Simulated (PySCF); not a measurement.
The multiplicity is imposed and other spin states were not computed.

## [Mo(CO)5] (charge 0, multiplicity 1)

All values below come from TPSSh-D3(BJ)/def2-TZVP // BP86-D3(BJ)/def2-SVP (PySCF).

- HOMO = -6.58 eV
- dipole moment = 2.66 D
- LUMO = -3.79 eV
- HOMO–LUMO gap = 2.79 eV
- charge on the central atom (Mulliken) = 0.07 e
- mean C–O bond length of the carbonyls = 1.161 Å
- total energy = -635.2404 Ha
- cost = around 22 core-minutes (rough)

Bond lengths (Å): Mo1–C3 2.055, Mo1–C5 2.055, Mo1–C7 1.938, Mo1–C9 2.056, Mo1–C11 2.055, O2–C3 1.160, O4–C5 1.160, O6–C7 1.168, O8–C9 1.160, O10–C11 1.160. Bond angles (°): C3–Mo1–C5 90.1, C3–Mo1–C7 89.5, C3–Mo1–C9 179.1, C3–Mo1–C11 89.9, C5–Mo1–C7 89.4, C5–Mo1–C9 90.0, C5–Mo1–C11 179.1, C7–Mo1–C9 89.6, C7–Mo1–C11 89.7, C9–Mo1–C11 90.1, Mo1–C3–O2 177.6, Mo1–C5–O4 177.5, Mo1–C7–O6 179.9, Mo1–C9–O8 177.6, Mo1–C11–O10 177.6.
